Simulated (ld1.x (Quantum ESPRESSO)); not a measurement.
**Varying the TM potential for Ti**

Base potential:

ld1.x (Quantum ESPRESSO) 7.5 input, shortened:

```
&input
   title='Ti', zed=22., rel=1, dft='PBE', iswitch=3,
   config='[Ar] 3d2 4s1 4p0'
 /
 &inputp
   pseudotype=2, tm=.true., lloc=1,
   nlcc=.false.
 /
3
4S  1  0   1.00   0.00  2.30  2.30  0.0
3D  3  2   2.00   0.00  1.55  1.55  0.0
4P  2  1   0.00   0.00  2.50  2.50  0.0
 &test
   configts(1)='3d2 4s1 4p0'
 /
```

Cutoffs, loose and tight: the cutoffs (Ry, on a coarse ladder) from which the occupation-weighted sum of valence levels, in a spherical-Bessel basis at the reference potential, stays within 10 and 1 mRy of its value at 400 Ry. They do not see the model core or the augmentation charge, which bear on the density cutoff. Test errors are all-electron minus pseudo excitation energies from the reference, over the configurations 3d2 4s2 4p0; 3d2 4s0 4p0; 3d1 4s0 4p0; 3d3 4s0 4p0; 3d2 4s1.5 4p0; 3d2 4s1 4p1; 3d2 4s0 4p1. A dash means not determined; rows that change the core or the reference have their own tests.

A true bound ghost makes a file unfit for plane-wave use even where its test errors are small: the radial tests pick states by their node count and pass the ghost by.

```tsv
change	outcome	cutoff, loose	cutoff, tight	bound ghosts	largest test error (meV)
base	generated	80 Ry	90 Ry	s	-168
wave 3d (bound): rc 1.55 bohr becomes 3d (bound): rc 1.02 bohr	failed: run_pseudo: Errors in PS-KS equation	–	–	–	–
wave 3d (bound): rc 1.55 bohr becomes 3d (bound): rc 1.22 bohr	generated	110 Ry	140 Ry	s	-187
wave 3d (bound): rc 1.55 bohr becomes 3d (bound): rc 1.36 bohr	generated	90 Ry	110 Ry	s	-181
wave 3d (bound): rc 1.55 bohr becomes 3d (bound): rc 1.50 bohr	generated	80 Ry	90 Ry	s	-171
wave 3d (bound): rc 1.55 bohr becomes 3d (bound): rc 1.68 bohr	generated	70 Ry	80 Ry	s	+185
wave 3d (bound): rc 1.55 bohr becomes 3d (bound): rc 1.88 bohr	generated	55 Ry	70 Ry	s	+234
wave 3d (bound): rc 1.55 bohr becomes 3d (bound): rc 1.98 bohr	generated	50 Ry	60 Ry	s	+260
wave 3d (bound): rc 1.55 bohr becomes 3d (bound): rc 2.16 bohr	generated	50 Ry	55 Ry	s	+307
wave 3d (bound): rc 1.55 bohr becomes 3d (bound): rc 2.34 bohr	generated	40 Ry	50 Ry	s	+388
```

Reading the sweep of the d radius (base included, trends over the rows without a ghost): Bound ghosts are found at 1.22, 1.36, 1.5, 1.55, 1.68, 1.88, 1.98, 2.16, 2.34 bohr. Every judged row has one, so this setting neither creates nor removes them. The generation fails at 1.02 bohr.
